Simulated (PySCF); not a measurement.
## NMR parameters of [NiF4]2-

[NiF4]2-, [F4Ni]2-, point group D4h.

Geometry:
```
atom   x (Å)   y (Å)   z (Å)
 Ni1   0.000   0.000   0.000
  F2   0.469   1.018   1.461
  F3   1.682  -0.750  -0.022
  F4  -1.682   0.749   0.022
  F5  -0.469  -1.018  -1.461
```

Total charge -2.

GIAO calculations in PySCF 2.14.0 with density-fitted response routines on the PBE0-D3(BJ)/def2-SVP structure: isolated species, non-relativistic, equivalent atoms averaged; basis pcSseg-1 (pcSseg-2 on Ni).

Problem. Give the isotropic shieldings (ppm) with B3LYP, PBE, PBE0.

Solution. 
```csv
atoms,environment,B3LYP,PBE,PBE0
Ni1,Ni bonded to 4 F,-17516,-12564,-22014
F2/F3/F4/F5,fluorine bonded to Ni,948.8,836.2,1065.2
HOMO–LUMO gap (eV),–,5.02,1.33,5.85
```

Problem. And the chemical shifts, against references computed in the same way?

Solution. 
```tsv
atoms	nucleus, reference	B3LYP	PBE	PBE0
F2/F3/F4/F5	¹⁹F, CFCl3	-776.9	-691.5	-887.9
```

Problem. Which part of the shielding of Ni1 depends on the functional?

Solution. Diamagnetic: B3LYP 2276, PBE 2276, PBE0 2275 ppm; paramagnetic: B3LYP -19791, PBE -14841, PBE0 -24290 ppm. The diamagnetic part, set mainly by inner electrons, hardly moves; the paramagnetic part goes with low-lying magnetically allowed excitations and carries the spread.

The ion is multiply charged and has no counter-ions or solvent here.

Unscaled 19F shifts against computed CFCl3 carry errors that often reach 10 to 50 ppm.
